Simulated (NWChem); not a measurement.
System: 1,3-cyclohexadiene (C6H8); SMILES C1CC=CC=C1

NWChem input:

```
start job
memory heap 200 mb stack 900 mb global 1100 mb
geometry units angstroms noautosym nocenter noautoz
  C     -0.068952    -1.419502    -0.108286
  C     -0.111053    -0.722901    -1.257063
  C      0.111053     0.722901    -1.257063
  C      0.068952     1.419502    -0.108286
  C     -0.242615     0.724204     1.187310
  C      0.242615    -0.724204     1.187310
  H     -0.198226    -2.506110    -0.111182
  H     -0.289545    -1.230330    -2.209293
  H      0.289545     1.230330    -2.209293
  H      0.198226     2.506110    -0.111182
  H     -1.341533     0.749542     1.337213
  H      0.186641     1.270768     2.041351
  H     -0.186641    -1.270768     2.041351
  H      1.341533    -0.749542     1.337213
end
basis spherical
  C library def2-svp
  H library def2-svp
end
dft
  xc pbe0
  iterations 150
end
cosmo
  dielec 2.0
end
task dft energy
```

NWChem printed, in part:

```
             Northwest Computational Chemistry Package (NWChem) 7.3.0
             --------------------------------------------------------

                             Geometry "geometry" -> ""
                             -------------------------

 Output coordinates in angstroms (scale by  1.889725989 to convert to a.u.)

  No.       Tag          Charge          X              Y              Z
 ---- ---------------- ---------- -------------- -------------- --------------
    1 C                    6.0000    -0.06895200    -1.41950200    -0.10828600
    2 C                    6.0000    -0.11105300    -0.72290100    -1.25706300
    3 C                    6.0000     0.11105300     0.72290100    -1.25706300
    4 C                    6.0000     0.06895200     1.41950200    -0.10828600
    5 C                    6.0000    -0.24261500     0.72420400     1.18731000
    6 C                    6.0000     0.24261500    -0.72420400     1.18731000
    7 H                    1.0000    -0.19822600    -2.50611000    -0.11118200
    8 H                    1.0000    -0.28954500    -1.23033000    -2.20929300
    9 H                    1.0000     0.28954500     1.23033000    -2.20929300
   10 H                    1.0000     0.19822600     2.50611000    -0.11118200
   11 H                    1.0000    -1.34153300     0.74954200     1.33721300
   12 H                    1.0000     0.18664100     1.27076800     2.04135100
   13 H                    1.0000    -0.18664100    -1.27076800     2.04135100
   14 H                    1.0000     1.34153300    -0.74954200     1.33721300

 Effective nuclear repulsion energy (a.u.)     219.0857028608

                                 NWChem DFT Module
                                 -----------------

 Summary of "ao basis" -> "ao basis" (spherical)
 ------------------------------------------------------------------------------
       Tag                 Description            Shells   Functions and Types
 ---------------- ------------------------------  ------  ---------------------
 C                          def2-svp                 6       14   3s2p1d
 H                          def2-svp                 3        5   2s1p

 in cosmo_initialize ...

 solvent parameters
 solvname_short: unkn
 solvname_long:  unknown
 dielec:        2.0000

          ---------------
          -cosmo- solvent
          ---------------
 Cosmo: York-Karplus, doi: 10.1021/jp992097l
 dielectric constant -eps-     =   2.00
 screen = (eps-1)/(eps    )    =   0.50000
 surface charge correction     = lagrangian

   van der Waals surface
 --------------------------

 ---------- ATOMIC COORDINATES (A.U.) ------------ VDWR(ANG.) --
     1   -0.13030039   -2.68246982   -0.20463087     2.000
     2   -0.20985974   -1.36608481   -2.37550462     2.000
     3    0.20985974    1.36608481   -2.37550462     2.000
     4    0.13030039    2.68246982   -0.20463087     2.000
     5   -0.45847587    1.36854712    2.24369056     2.000
     6    0.45847587   -1.36854712    2.24369056     2.000
     7   -0.37459282   -4.73586120   -0.21010351     1.300
     8   -0.54716071   -2.32498658   -4.17495840     1.300
     9    0.54716071    2.32498658   -4.17495840     1.300
    10    0.37459282    4.73586120   -0.21010351     1.300
    11   -2.53512977    1.41642900    2.52696616     1.300
    12    0.35270035    2.40140332    3.85759404     1.300
    13   -0.35270035   -2.40140332    3.85759404     1.300
    14    2.53512977   -1.41642900    2.52696616     1.300
 number of segments per atom =         32
 number of   points per atom =         32
 atom (   nspa,  nppa )
 ----------------------
    1 (     13,     0 )       0
    2 (     16,     0 )       0
    3 (     16,     0 )       0
    4 (     13,     0 )       0
    5 (      9,     0 )       0
    6 (      9,     0 )       0
    7 (     16,     0 )       0
    8 (     15,     0 )       0
    9 (     15,     0 )       0
   10 (     16,     0 )       0
   11 (     16,     0 )       0
   12 (     14,     0 )       0
   13 (     14,     0 )       0
   14 (     16,     0 )       0
 number of -cosmo- surface points =      198
 molecular surface =    132.027 angstrom**2
 molecular volume  =    117.759 angstrom**3
 G(cav/disp)       =      1.520 kcal/mol
 -lineq- algorithm             =   0
 -bem- low  level              =   2
 -bem- from -octahedral-
 gaussian surface charge width =   4.50000
 degree of switching           =   1.00000
 switching function tolerance  =   0.00010
 atomic radii =
 --------------
    1  6.000  2.000
    2  6.000  2.000
    3  6.000  2.000
    4  6.000  2.000
    5  6.000  2.000
    6  6.000  2.000
    7  1.000  1.300
    8  1.000  1.300
    9  1.000  1.300
   10  1.000  1.300
   11  1.000  1.300
   12  1.000  1.300
   13  1.000  1.300
   14  1.000  1.300
 ...... end of -cosmo- initialization ......

            General Information
            -------------------
          SCF calculation type: DFT
          Wavefunction type:  closed shell.
          No. of atoms     :    14
          No. of electrons :    44
           Alpha electrons :    22
            Beta electrons :    22
          Charge           :     0
          Spin multiplicity:     1
          Use of symmetry is: off; symmetry adaption is: off
          Maximum number of iterations: 150
          AO basis - number of functions:   124
                     number of shells:    60
          Convergence on energy requested:  1.00D-06
          Convergence on density requested:  1.00D-05
          Convergence on gradient requested:  5.00D-04

              XC Information
              --------------
                         PBE0 Method XC Functional
                     Hartree-Fock (Exact) Exchange  0.250
          PerdewBurkeErnzerhof Exchange Functional  0.750
            Perdew 1991 LDA Correlation Functional  1.000 local
           PerdewBurkeErnz. Correlation Functional  1.000 non-local

             Grid Information
             ----------------
          Grid used for XC integration:  medium
          Radial quadrature: Mura-Knowles
          Angular quadrature: Lebedev.
          Tag              B.-S. Rad. Rad. Pts. Rad. Cut. Ang. Pts.
          ---              ---------- --------- --------- ---------
          C                   0.70       49          11.0       434
          H                   0.35       45          12.0       434
          Grid pruning is: on
          Number of quadrature shells:   654
          Spatial weights used:  Erf1

      Superposition of Atomic Density Guess
      -------------------------------------

 Sum of atomic energies:        -229.74309525

      Non-variational initial energy
      ------------------------------

 Total energy =    -234.142962
 1-e energy   =    -740.488080
 2-e energy   =     287.259414
 HOMO         =      -0.244842
 LUMO         =      -0.044993

   convergence    iter        energy       DeltaE   RMS-Dens  Diis-err
 ---------------- ----- ----------------- --------- --------- ---------
     COSMO gas phase
 d= 0,ls=0.0,diis     1   -232.9259644328 -4.52D+02  4.97D-03  3.25D-01
 d= 0,ls=0.0,diis     2   -232.9662855029 -4.03D-02  2.17D-03  1.70D-02
 d= 0,ls=0.0,diis     3   -232.9655648645  7.21D-04  1.08D-03  2.25D-02
 d= 0,ls=0.0,diis     4   -232.9684510348 -2.89D-03  2.53D-04  1.34D-03
 d= 0,ls=0.0,diis     5   -232.9686154981 -1.64D-04  5.53D-05  6.55D-05
  Resetting Diis
 d= 0,ls=0.0,diis     6   -232.9686240188 -8.52D-06  9.58D-06  1.87D-06
 d= 0,ls=0.0,diis     7   -232.9686242885 -2.70D-07  1.77D-06  2.02D-08

   convergence    iter        energy       DeltaE   RMS-Dens  Diis-err
 ---------------- ----- ----------------- --------- --------- ---------
     COSMO solvation phase
 d= 0,ls=0.0,diis     1   -232.9701755349 -1.55D-03  6.14D-04  3.05D-04
 d= 0,ls=0.0,diis     2   -232.9702296158 -5.41D-05  1.25D-04  2.11D-04
 d= 0,ls=0.0,diis     3   -232.9702565247 -2.69D-05  3.63D-05  1.80D-05
 d= 0,ls=0.0,diis     4   -232.9702580820 -1.56D-06  1.61D-05  7.28D-06
 d= 0,ls=0.0,diis     5   -232.9702590122 -9.30D-07  2.63D-06  6.75D-08

         Total DFT energy =     -232.970259012207
      One electron energy =     -746.578848202370
           Coulomb energy =      329.580340418920
    Exchange-Corr. energy =      -35.185333674023
 Nuclear repulsion energy =      219.085702860846

             COSMO energy =        0.127879584421

 Numeric. integr. density =       43.999924351259

                                   COSMO solvation results
                                   -----------------------

                 gas phase energy =      -232.968624288464
                 sol phase energy =      -232.970259012207
 (electrostatic) solvation energy =         0.001634723743 (    1.03 kcal/mol)

                       DFT Final Molecular Orbital Analysis
                       ------------------------------------

 Vector   20  Occ=2.000000D+00  E=-3.285059D-01
              MO Center= -4.4D-09,  1.9D-08,  2.0D-01, r^2= 4.2D+00
   Bfn.  Coefficient  Atom+Function         Bfn.  Coefficient  Atom+Function
  ----- ------------  ---------------      ----- ------------  ---------------
    61      0.263782   5 C  py               75     -0.263782   6 C  py
    19     -0.210725   2 C  py               33      0.210725   3 C  py
    85     -0.210521   7 H  s               100     -0.210521  10 H  s
     5      0.206150   1 C  py               47     -0.206150   4 C  py
   110      0.140325  12 H  s               115      0.140325  13 H  s

 Vector   21  Occ=2.000000D+00  E=-3.224588D-01
              MO Center=  7.0D-09, -6.9D-09, -6.6D-01, r^2= 2.8D+00
   Bfn.  Coefficient  Atom+Function         Bfn.  Coefficient  Atom+Function
  ----- ------------  ---------------      ----- ------------  ---------------
    18      0.316098   2 C  px               32      0.316098   3 C  px
    21      0.200225   2 C  px               35      0.200225   3 C  px
     4      0.192215   1 C  px               46      0.192215   4 C  px
     7      0.114178   1 C  px               49      0.114178   4 C  px
     3     -0.099779   1 C  s                45      0.099779   4 C  s

 Vector   22  Occ=2.000000D+00  E=-2.258411D-01
              MO Center= -6.8D-10, -2.2D-09, -3.1D-01, r^2= 3.3D+00
   Bfn.  Coefficient  Atom+Function         Bfn.  Coefficient  Atom+Function
  ----- ------------  ---------------      ----- ------------  ---------------
     4      0.313470   1 C  px               46     -0.313470   4 C  px
     7      0.246446   1 C  px               49     -0.246446   4 C  px
    18      0.242346   2 C  px               32     -0.242346   3 C  px
    21      0.196349   2 C  px               35     -0.196349   3 C  px
   105     -0.133844  11 H  s               120     -0.133844  14 H  s

 Vector   23  Occ=0.000000D+00  E=-2.518352D-02
              MO Center= -2.1D-09,  2.8D-09, -3.7D-01, r^2= 3.6D+00
   Bfn.  Coefficient  Atom+Function         Bfn.  Coefficient  Atom+Function
  ----- ------------  ---------------      ----- ------------  ---------------
     7      0.437012   1 C  px               49      0.437012   4 C  px
     4      0.340376   1 C  px               46      0.340376   4 C  px
    21     -0.306094   2 C  px               35     -0.306094   3 C  px
    18     -0.232506   2 C  px               32     -0.232506   3 C  px
    59      0.143327   5 C  s                73     -0.143327   6 C  s

 Vector   24  Occ=0.000000D+00  E= 7.006717D-02
              MO Center=  5.2D-10,  4.1D-08,  8.1D-01, r^2= 7.8D+00
   Bfn.  Coefficient  Atom+Function         Bfn.  Coefficient  Atom+Function
  ----- ------------  ---------------      ----- ------------  ---------------
    59      1.298057   5 C  s                73      1.298057   6 C  s
   111     -0.809448  12 H  s               116     -0.809448  13 H  s
   106     -0.749617  11 H  s               121     -0.749617  14 H  s
    86     -0.458793   7 H  s               101     -0.458793  10 H  s
    91     -0.395256   8 H  s                96     -0.395256   9 H  s

 Vector   25  Occ=0.000000D+00  E= 7.950632D-02
              MO Center=  1.9D-09,  1.7D-09, -8.6D-01, r^2= 6.0D+00
   Bfn.  Coefficient  Atom+Function         Bfn.  Coefficient  Atom+Function
  ----- ------------  ---------------      ----- ------------  ---------------
    91      0.641531   8 H  s                96      0.641531   9 H  s
    86      0.601040   7 H  s               101      0.601040  10 H  s
     3     -0.486112   1 C  s                45     -0.486112   4 C  s
    21     -0.411595   2 C  px               35      0.411595   3 C  px
    17     -0.392639   2 C  s                31     -0.392639   3 C  s

     Multipole analysis of the density
     ---------------------------------

     L   x y z        total         alpha         beta         nuclear
     -   - - -        -----         -----         ----         -------
     0   0 0 0     -0.000000    -22.000000    -22.000000     44.000000

     1   1 0 0     -0.000000     -0.000000     -0.000000      0.000000
     1   0 1 0      0.000000      0.000000      0.000000      0.000000
     1   0 0 1      0.223321      0.130832      0.130832     -0.038343

     2   2 0 0    -29.102052    -23.169328    -23.169328     17.236603
     2   1 1 0      0.330729     -0.189544     -0.189544      0.709817
     2   1 0 1     -0.000000     -0.000000     -0.000000      0.000000
     2   0 2 0    -25.695759   -114.063352   -114.063352    202.430945
     2   0 1 1      0.000000      0.000000      0.000000     -0.000000
     2   0 0 2    -25.363127   -115.736835   -115.736835    206.110542
```

Level: PBE0/def2-SVP, COSMO on the gas-phase geometry. Coordinates come from a PBE0/def2-SVP optimisation. COSMO prints the solvation energy as gas minus solution, so a positive value is a stabilisation.
